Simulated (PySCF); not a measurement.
C₃H₉B₃O₃, SMILES CB1OB(C)OB(C)O1.

The structure is a stationary point at PBE0-D3(BJ)/def2-SVP.

All values below come from PBE/def2-SVP in PySCF.

* **total energy**: -419.46423 hartree
* **highest occupied level**: -7.29 eV
* **lowest empty level**: -0.69 eV
* **orbital gap**: 6.60 eV
* **dipole moment**: 0.07 D
* **quadrupole, principal values (traceless, Buckingham form, about the centre of nuclear charge)**: -1.88, -1.09, 2.97 D·Å
* **mean static polarisability**: 73.9 bohr³ (10.95 Å³)
* **polarisability, principal values**: 54.6, 83.1, 83.9 bohr³
